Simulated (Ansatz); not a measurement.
A nudged elastic band was laid between two geometries of C$_{2}$H$_{5}$ClSi (9 atoms, charge 0, multiplicity 1).

These are results of RKS B3LYP-D4/cc-pVDZ in Ansatz 0.2.0, not measurements.

- movable images: 5
- climbing image: yes
- spring: 5.0 eV/Å²
- optimiser: quadratic models (default)
- start path: through a guess of the saddle point
- force threshold: 0.03 eV/Å
- iteration limit: 60
- end points: relaxed

First end point:

```xyz
9
Properties=species:S:1:pos:R:3
Si -0.948 0.335 0.857
C 0.229 -0.712 -0.182
C 1.140 -0.242 -1.036
Cl 1.383 1.473 -1.328
H -1.831 1.163 -0.020
H -1.793 -0.595 1.669
H -0.186 1.236 1.773
H 0.187 -1.805 -0.098
H 1.819 -0.854 -1.635
```

Last end point:

```xyz
9
Properties=species:S:1:pos:R:3
Si -0.992 0.366 0.793
C -0.024 -0.534 -0.555
C 1.259 -0.326 -0.860
Cl 2.262 0.851 -0.027
H -2.386 -0.176 0.794
H -0.372 0.135 2.133
H -1.034 1.835 0.521
H -0.528 -1.300 -1.158
H 1.815 -0.851 -1.641
```

Q: Which bonds break or form, and what moves?

A: No bond is made or broken. The dihedral H7–Si1–C2–C3 goes from -61 to 61°. The two ends are copies of one structure, up to a mirror image or an exchange of like atoms.

Q: Give the energies along the band, and the barrier.

A: The forces met the threshold. The highest image is number 3 of 0 to 6, 0.6 kcal/mol above the ends, which have the same energy within 2 meV. A vibrational analysis at the climbing image gives one clearly imaginary mode, 59i cm⁻¹: a first-order saddle point.

```tsv
image	path coordinate (Å)	energy (kcal/mol)	dihedral H7–Si1–C2–C3 (°)
0	0.00	0.0	-61
1	0.62	0.2	-41
2	1.24	0.4	-22
3	1.86	0.6	-2
4	2.52	0.5	19
5	3.18	0.2	40
6	3.84	0.0	61
```

Q: What is the geometry of the highest image?

A: 
```xyz
9
Properties=species:S:1:pos:R:3
Si -1.004 0.354 0.820
C 0.097 -0.619 -0.358
C 1.248 -0.260 -0.933
Cl 2.041 1.290 -0.707
H -2.352 0.520 0.189
H -1.178 -0.444 2.075
H -0.432 1.689 1.148
H -0.240 -1.630 -0.624
H 1.819 -0.901 -1.609
```

Time of the run: 3.1 min on 1 thread of Arm Neoverse V1 (shared host), peak memory 0.27 GiB.
